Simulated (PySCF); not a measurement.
PySCF input (BP86/def2-SVP):

```python
from pyscf import gto, dft

mol = gto.M(
    atom='''
    B    -1.03929900   -1.88543600    0.43995800
    H    -1.94445200   -1.63127500   -0.36109000
    I     0.13473500    0.20865000   -0.03469200
    ''',
    basis='def2-svp',
    ecp='def2-svp',
    charge=-1,
    spin=0,
    verbose=4,
)

mf = dft.RKS(mol, xc='bp86')
mf.grids.level = 3
mf.conv_tol = 1e-9
mf.max_cycle = 100
mf.max_memory = 1500
mf.kernel()
if not mf.converged:
    mf = mf.newton()
    mf.kernel(mf.make_rdm1())
mf.dip_moment()
```

From the output:

```
    A. D. Becke,  Phys. Rev. A 38, 3098 (1988)
    J. P. Perdew,  Phys. Rev. B 33, 8822 (1986)
    J. P. Perdew,  Phys. Rev. B 34, 7406–7406 (1986)
radial grids:
    Treutler-Ahlrichs [JCP 102, 346 (1995); DOI:10.1063/1.469408] (M4) radial grids

becke partition: Becke, JCP 88, 2547 (1988); DOI:10.1063/1.454033
pruning grids: <function nwchem_prune>
grids dens level: 3
symmetrized grids: False
atomic radii adjust function: <function treutler_atomic_radii_adjust>
small_rho_cutoff = 0
Set gradient conv threshold to 3.16228e-05
Initial guess from minao.
tot grids = 45816
init E= -292.209411855877
  HOMO = -0.621139091365688  LUMO = -0.543099601391097  gap/eV = 2.12356
cycle= 1 E= -320.75912549245  delta_E= -28.5  |g|= 3.41  |ddm|= 8.99
  HOMO = 0.248203436710383  LUMO = 0.300935665405025  gap/eV = 1.43492
cycle= 2 E= -313.506754419297  delta_E= 7.25  |g|= 4.78  |ddm|= 20.6
  HOMO = 0.276280604966399  LUMO = 0.333398278583489  gap/eV = 1.55425
cycle= 3 E= -322.097832174738  delta_E= -8.59  |g|= 1.39  |ddm|=   20
  HOMO = 0.0350593196074374  LUMO = 0.0387959357450871  gap/eV = 0.10168
cycle= 4 E= -320.743570227494  delta_E= 1.35  |g|= 2.23  |ddm|= 8.31
  HOMO = 0.0497603433974056  LUMO = 0.113452651069425  gap/eV = 1.73316
cycle= 5 E= -323.20734483146  delta_E= -2.46  |g|= 0.167  |ddm|= 2.76
  HOMO = 0.0501795386482407  LUMO = 0.101880234301754  gap/eV = 1.40685
cycle= 6 E= -323.215741643837  delta_E= -0.0084  |g|= 0.0984  |ddm|= 0.569
  HOMO = 0.0557844388429238  LUMO = 0.106898573503703  gap/eV = 1.39089
cycle= 7 E= -323.219827091273  delta_E= -0.00409  |g|= 0.0196  |ddm|= 0.287
  HOMO = 0.0534488254398298  LUMO = 0.105981052610824  gap/eV = 1.42947
cycle= 8 E= -323.219997879622  delta_E= -0.000171  |g|= 0.00589  |ddm|= 0.0816
  HOMO = 0.0536118056951507  LUMO = 0.106152491619626  gap/eV = 1.42970
cycle= 9 E= -323.220010995572  delta_E= -1.31e-05  |g|= 0.00128  |ddm|= 0.0112
  HOMO = 0.0538427609655425  LUMO = 0.106334873420284  gap/eV = 1.42838
cycle= 10 E= -323.220011822143  delta_E= -8.27e-07  |g|= 0.000368  |ddm|= 0.00564
  HOMO = 0.0538060624552523  LUMO = 0.106323864327731  gap/eV = 1.42908
cycle= 11 E= -323.220011891184  delta_E= -6.9e-08  |g|= 8.42e-05  |ddm|= 0.00168
  HOMO = 0.0538015340560287  LUMO = 0.106318668869863  gap/eV = 1.42906
cycle= 12 E= -323.220011894822  delta_E= -3.64e-09  |g|= 2.28e-05  |ddm|= 0.000311
  HOMO = 0.0538007966623661  LUMO = 0.106318252880237  gap/eV = 1.42907
cycle= 13 E= -323.220011895035  delta_E= -2.13e-10  |g|= 1.28e-05  |ddm|= 0.000102
  HOMO = 0.0538007343723148  LUMO = 0.106318349196255  gap/eV = 1.42908
Extra cycle  E= -323.220011894638  delta_E= 3.97e-10  |g|= 2.61e-05  |ddm|= 0.000128
converged SCF energy = -323.220011894638

WARN: System has nonzero charge -1; the dipole moment is origin-dependent.
Location of origin: [0. 0. 0.]

Dipole moment(X, Y, Z, Debye):  1.75618,  5.11946, -1.95039
```

The dipole moment of an ion depends on the origin.

The geometry given is a B3LYP-D3(BJ)/def2-TZVP minimum.
